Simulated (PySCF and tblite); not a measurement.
The numbers below are computed, except where a source is named.
Stationary points of C5H10FN at GFN2-xTB, in Å:

Structure A

```
 1 C     2.075   -0.330    0.164
 2 N     0.659   -0.245    0.416
 3 C    -0.157   -1.063   -0.461
 4 C    -1.574   -0.577   -0.168
 5 C    -1.389    0.917    0.128
 6 F    -2.067    1.269    1.276
 7 C     0.122    1.100    0.308
 8 H     2.347    0.005   -0.851
 9 H     2.395   -1.363    0.288
10 H     2.602    0.289    0.889
11 H     0.094   -0.902   -1.526
12 H    -0.016   -2.119   -0.227
13 H    -2.264   -0.762   -0.989
14 H    -1.955   -1.054    0.734
15 H    -1.794    1.567   -0.656
16 H     0.538    1.640   -0.560
17 H     0.343    1.668    1.214
```

Structure B

```
 1 C     2.093   -0.213   -0.119
 2 N     0.705   -0.022   -0.458
 3 C    -0.153   -1.147   -0.131
 4 C    -1.550   -0.570   -0.334
 5 C    -1.408    0.873    0.162
 6 F    -1.921    0.992    1.441
 7 C     0.102    1.137    0.180
 8 H     2.658    0.666   -0.425
 9 H     2.473   -1.078   -0.662
10 H     2.250   -0.376    0.959
11 H     0.063   -1.985   -0.794
12 H    -0.021   -1.476    0.914
13 H    -1.809   -0.570   -1.392
14 H    -2.317   -1.100    0.226
15 H    -1.970    1.591   -0.443
16 H     0.377    2.043   -0.364
17 H     0.420    1.247    1.230
```

Structure C

```
 1 C     2.134   -0.218   -0.097
 2 N     0.722   -0.114    0.068
 3 C    -0.206   -1.201   -0.059
 4 C    -1.519   -0.511   -0.437
 5 C    -1.410    0.848    0.252
 6 F    -1.881    0.754    1.548
 7 C     0.087    1.157    0.261
 8 H     2.496    0.495   -0.850
 9 H     2.385   -1.224   -0.428
10 H     2.674   -0.021    0.841
11 H     0.121   -1.913   -0.825
12 H    -0.326   -1.750    0.891
13 H    -1.578   -0.360   -1.514
14 H    -2.398   -1.055   -0.099
15 H    -2.013    1.629   -0.221
16 H     0.344    1.862   -0.548
17 H     0.367    1.623    1.218
```

Geometries: GFN2-xTB; energies: PBE0/pcSseg-1 + D3(BJ), IEF-PCM water; zero-point and thermal terms from GFN2-xTB harmonic modes (soft modes blended into free rotors).

Problem. Which structure is a saddle point, and along which motion?

Solution. C: one imaginary mode (286i cm⁻¹ at GFN2-xTB, mostly on N2), along the pyramidal inversion at N2.

Problem. Give their symmetry and energies above the lowest.

Solution. A C1, 0.2 kcal/mol; B C1, 0.0 kcal/mol; C C1, 5.5 kcal/mol.
